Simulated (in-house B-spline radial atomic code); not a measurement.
Radial electron density of neutral gadolinium, [Xe] 4f7 5d1 6s2. Level of theory: scalar-relativistic (X2C) SCAN, spin-polarised, spherical fractional occupations, Fermi nucleus of rms radius 5.1569 fm; calculated with a B-spline radial code for spherical atoms.

One-electron X2C: radii and densities carry no picture-change correction, so inner-shell <1/r> comes out high (for 1s by about 2 % at Z = 33, 5 % at 54, 10 % at 75, 30 % at 118) and <r> low.

Columns: r (bohr), 4πr²n(r) (electrons per bohr), bar.

```
0.000495    2.266 #
0.000622    3.189 #
0.000783    4.483 ##
0.000985    6.264 ##
 0.00124    8.712 ###
 0.00156    12.01 #####
 0.00196    16.38 ######
 0.00247    22.15 #########
  0.0031    29.35 ############
  0.0039    38.26 ###############
 0.00491     48.7 ###################
 0.00618    60.07 ########################
 0.00777    71.24 ############################
 0.00978    80.63 ################################
  0.0123    86.23 ##################################
  0.0155    86.65 ##################################
  0.0195    82.27 ################################
  0.0245     76.5 ##############################
  0.0308    75.13 #############################
  0.0388    83.18 #################################
  0.0488    99.04 #######################################
  0.0613    112.1 ############################################
  0.0772    110.2 ###########################################
  0.0971    94.67 #####################################
   0.122    84.56 #################################
   0.154    92.42 ####################################
   0.193    100.1 #######################################
   0.243    82.12 ################################
   0.306    51.36 ####################
   0.385    41.78 ################
   0.484    49.16 ###################
   0.609     45.1 ##################
   0.766    28.56 ###########
   0.964    16.57 #######
    1.21    11.77 #####
    1.53    8.174 ###
    1.92    4.536 ##
    2.41    2.132 #
    3.04     1.16 
    3.82   0.7888 
    4.81   0.4602 
    6.05   0.1894 
    7.61   0.0492 
    9.57 0.007324 
      12 0.0006123 
    15.1 2.364e-05
```

On this grid the curve has 4 maxima, near 0.0155, 0.0613, 0.193, 0.484 bohr.

The 6s up radial function P(r) = rR(r), positive near the nucleus:

```tsv
r (bohr)	P
0.000313	0.007889
0.000495	0.01116
0.000783	0.01568
0.00124	0.02181
0.00196	0.02977
0.0031	0.03948
0.00491	0.04984
0.00777	0.0574
0.0123	0.05509
0.0195	0.03199
0.0308	-0.01821
0.0488	-0.07565
0.0772	-0.07088
0.122	0.04519
0.193	0.1214
0.306	-0.05961
0.484	-0.1654
0.766	0.1545
1.21	0.2537
1.92	-0.2386
3.04	-0.5808
4.81	-0.4169
7.61	-0.1148
12	-0.009914
```
